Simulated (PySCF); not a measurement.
# What PySCF settings do for GeS

Base input, run as `OMP_NUM_THREADS=1 python input.py` with PySCF 2.14:

```python
from pyscf import gto, dft

mol = gto.M(
    atom='Ge 0 0 0; S 0 0 2.145',
    basis='6-31g*',
    charge=0,
    spin=0,
    verbose=3,
)
mf = dft.RKS(mol, xc='b3lyp5')
mf.kernel()
g = mf.nuc_grad_method()
g.grid_response = True
g.kernel()
mf.dip_moment()
print('orbital energies (hartree):', mf.mo_energy[..., max(0, mol.nelec[1]-3):mol.nelec[0]+3].round(4))
```

Base result: E(SCF) = -2474.795406 Eh, μz(SCF) = -2.61 D, gradient on the second atom 0.0426 Eh/bohr. Stability towards an unrestricted solution was not tested. The bond length is a typed value, not an optimised one.

Run time: 5.4 s on 1 thread of Arm Neoverse V1 (shared host), peak memory 0.28 GiB.

Each row names what differs from the base; energies in brackets are changes from the base.

| change | result | wall time (s) |
| --- | --- | --- |
| DIIS space: default → off [unsound on purpose] [may be another electronic state] | not converged: SCF | 10 |
| integration grid: default → 1 | E(SCF) = -2474.795440 Eh (-0.0009 eV), μz(SCF) = -2.61 D, gradient on the second atom 0.0426 Eh/bohr | 4.2 |
| geometry: bond 2.145 → bond 1.888 | E(SCF) = -2474.785830 Eh (+0.2606 eV), μz(SCF) = -1.41 D, gradient on the second atom -0.1094 Eh/bohr | 5.4 |
| step after the SCF: gradient → polarizability | E(SCF) = -2474.795406 Eh (+0.0000 eV), μz(SCF) = -2.61 D, α(xx, yy, zz) = 27.9, 27.9, 73.0 bohr³ | 4.7 |
| electric field along z (a.u.): none → 0.01; step after the SCF: gradient → analyze | E(SCF) = -2474.788820 Eh (+0.1792 eV), μz(SCF) = -0.72 D | 2.6 |
| charge: 0 → 1; spin (2S): 0 → 1; SCF type: RKS → UKS [another spin of the ion may lie lower] | E(SCF) = -2474.418199 Eh (+10.2643 eV), ⟨S²⟩ = 0.757, gradient on the second atom 0.0327 Eh/bohr | 7.2 |
| functional: b3lyp5 → slater, [unsound on purpose] | E(SCF) = -2466.298874 Eh, μz(SCF) = -2.04 D, gradient on the second atom 0.0349 Eh/bohr | 4.5 |
| spin (2S): 0 → 2; SCF type: RKS → UKS [a high spin state] | E(SCF) = -2474.680513 Eh (+3.1264 eV), ⟨S²⟩ = 2.006, μz(SCF) = -2.02 D, gradient on the second atom -0.0014 Eh/bohr | 7.4 |
| functional: b3lyp5 → wb97x | E(SCF) = -2474.949876 Eh, μz(SCF) = -3.15 D, gradient on the second atom 0.0631 Eh/bohr | 12 |
| basis set: 6-31g* → sbkjc; core potential: off → on | E(SCF) = -13.961622 Eh, μz(SCF) = -2.97 D, gradient on the second atom 0.0154 Eh/bohr | 1.3 |
| step after the SCF: gradient → mp2; SCF type: RKS → RHF; functional: b3lyp5 → none (Hartree–Fock); frozen orbitals: default → 0 | E(SCF) = -2472.614038 Eh, E(MP2) − E(SCF) = -0.40317 Eh, μz(SCF) = -3.69 D | 1.2 |
| functional: b3lyp5 → b3lyp | E(SCF) = -2474.984223 Eh, μz(SCF) = -2.62 D, gradient on the second atom 0.0428 Eh/bohr | 5.4 |
| basis set: 6-31g* → cc-pvdz-dk; spin-free X2C: off → on | E(SCF) = -2497.913076 Eh, μz(SCF) = -2.63 D, gradient on the second atom 0.0429 Eh/bohr | 4.4 |
| geometry: bond 2.145 → bond 1.716 | E(SCF) = -2474.715835 Eh (+2.1652 eV), μz(SCF) = -0.54 D, gradient on the second atom -0.3481 Eh/bohr | 5.3 |
| point-group symmetry: off → on | E(SCF) = -2474.795406 Eh (+0.0000 eV), μz(SCF) = -2.61 D, gradient on the second atom 0.0426 Eh/bohr | 5.3 |
| density fitting: none → cc-pvdz-jkfit [this fitting set is unfit for the basis or for exact exchange; a fit set errs by some meV] | E(SCF) = -2474.689852 Eh (+2.8723 eV), μz(SCF) = -2.60 D, gradient on the second atom 0.0428 Eh/bohr | 3 |
| geometry: bond 2.145 → bond 4.29 [stretched restricted solution, likely unstable] | not converged: SCF | 9.1 |
| PCM solvent, dielectric constant: none → 4.71 | E(SCF) = -2474.799115 Eh (-0.1009 eV), μz(SCF) = -3.68 D, gradient on the second atom 0.0371 Eh/bohr | 8.1 |
| functional: b3lyp5 → wb97 | E(SCF) = -2475.049541 Eh, μz(SCF) = -3.28 D, gradient on the second atom 0.0694 Eh/bohr | 12 |

Task: Order these changes by how far they move the SCF energy from the base, largest first: (1) PCM solvent, dielectric constant: none → 4.71; (2) electric field along z (a.u.): none → 0.01; step after the SCF: gradient → analyze; (3) geometry: bond 2.145 → bond 1.716; (4) geometry: bond 2.145 → bond 1.888.

Result: (3) +2.1652 eV, (4) +0.2606 eV, (2) +0.1792 eV, (1) -0.1009 eV.
